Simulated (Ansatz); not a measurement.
SiEt(NHMe)3 (C₅H₁₇N₃Si). The state is a singlet with charge 0. Geometry PBE-D4/def2-SVP; atoms count from 1.

```xyz
26

Si   -0.060    0.049   -0.011
C     1.075    0.138    1.505
C     2.372   -0.665    1.332
H     0.493   -0.249    2.371
H     1.300    1.200    1.753
H     3.006   -0.649    2.243
H     2.151   -1.727    1.097
H     2.981   -0.275    0.491
N    -0.492   -1.536   -0.599
C    -1.444   -2.437    0.022
H     0.183   -1.993   -1.215
H    -0.974   -3.234    0.649
H    -2.111   -1.850    0.687
H    -2.094   -2.949   -0.726
N     0.820    0.693   -1.382
C     1.628    1.896   -1.383
H     0.411    0.479   -2.296
H     1.063    2.840   -1.585
H     2.118    2.026   -0.396
H     2.449    1.842   -2.134
N    -1.563    0.785    0.498
C    -2.699    1.024   -0.371
H    -1.543    1.375    1.333
H    -2.729    2.048   -0.817
H    -2.671    0.304   -1.216
H    -3.670    0.864    0.151
```

(1) Estimate the Mulliken populations from the PBE0/def2-TZVP orbitals of Ansatz.

(2) And the Mayer bond orders between heavy atoms (over 0.3)?

## Answers

(1) 
| atom | charge (e) |
| --- | --- |
| Si1 | 0.46 |
| C2 | -0.33 |
| C3 | -0.37 |
| H4 | 0.12 |
| H5 | 0.12 |
| H6 | 0.12 |
| H7 | 0.12 |
| H8 | 0.13 |
| N9 | -0.43 |
| C10 | -0.28 |
| H11 | 0.21 |
| H12 | 0.11 |
| H13 | 0.14 |
| H14 | 0.12 |
| N15 | -0.42 |
| C16 | -0.28 |
| H17 | 0.21 |
| H18 | 0.11 |
| H19 | 0.12 |
| H20 | 0.12 |
| N21 | -0.42 |
| C22 | -0.28 |
| H23 | 0.21 |
| H24 | 0.12 |
| H25 | 0.14 |
| H26 | 0.12 |
Mulliken values depend strongly on the basis.

(2) Si1–C2 0.96 (1.90 Å); Si1–N9 1.17 (1.75 Å); Si1–N15 1.16 (1.75 Å); Si1–N21 1.18 (1.75 Å); C2–C3 0.99 (1.53 Å); N9–C10 0.98 (1.45 Å); N15–C16 0.99 (1.45 Å); N21–C22 0.97 (1.45 Å).
